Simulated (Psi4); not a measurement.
C4HCoO4 (SMILES [O+]#[C-]->[CoH](<-[C-]#[O+])(<-[C-]#[O+])<-[C-]#[O+]), singlet, at a GFN2-xTB geometry (such geometries of metal compounds can be far from the true shape).

The Psi4 input:
```
memory 2 GB

molecule {
0 1
Co    0.16866841   -0.21594632    0.06853971
O     2.11576714    0.29848456   -2.06833429
C     1.35421924    0.10880843   -1.24378571
O     0.72658796    0.75338840    2.78353125
C     0.50304980    0.38753436    1.72901993
O    -1.56131369    1.99895132   -0.63445186
C    -0.88158165    1.12868977   -0.35823750
O    -1.88689263   -2.27515241   -0.32693741
C    -1.09826619   -1.46809481   -0.17680757
H     1.02823552   -1.31645086    0.41783143
}

set {
  basis 3-21g
}

energy('svwn')
print_variables()
```

Question: What does this run give for the dipole moment, nuclear repulsion energy, number of basis functions, total energy?

Answer: 
```yaml
dipole_moment: 0.17 D
nuclear_repulsion_energy: 621.4647 Eh
number_of_basis_functions: 103
total_energy: -1823.3766 Eh
```

Question: Roughly what does it cost on one core?

Answer: about 11 core-seconds (a rough figure).
